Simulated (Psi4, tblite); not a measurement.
Two rigid molecules brought together: C2H6O ··· H4OSi (SMILES COC and O[SiH3]), singlet. Monomers: optimised at B3LYP-D3(BJ) (def2-TZVP), held rigid. Orientation: lowest of the rigid-body minima from ten starts at GFN2-xTB. The monomers approach along the line of their centres of mass (distance R); nothing else relaxes.

- GFN2-xTB (tblite)
- SAPT0/jun-cc-pVDZ, frozen core (Psi4)

Interaction energies in kcal/mol; the last columns give the difference from SAPT0:

| R / Å | GFN2-xTB | SAPT0/jun-cc-pVDZ | GFN2-xTB − SAPT0/jun-cc-pVDZ |
|---|---|---|---|
| 2.98 | 14.36 | 10.06 | 4.30 |
| 3.18 | 0.60 | -1.33 | 1.94 |
| 3.40 | -4.96 | -5.78 | 0.81 |
| 3.61 | -6.00 | -6.61 | 0.60 |
| 3.80 | -5.61 | -6.21 | 0.60 |
| 4.05 | -4.61 | -5.14 | 0.53 |
| 4.31 | -3.62 | -3.97 | 0.35 |
| 4.61 | -2.73 | -2.88 | 0.16 |
| 5.11 | -1.74 | -1.72 | -0.02 |
| 5.79 | -0.98 | -0.91 | -0.07 |
| 6.79 | -0.47 | -0.42 | -0.05 |
| 8.07 | -0.22 | -0.19 | -0.03 |

GFN2-xTB is furthest from SAPT0/jun-cc-pVDZ at 2.98 (4.30 kcal/mol, above); its mean absolute difference over the points is 0.79 kcal/mol.
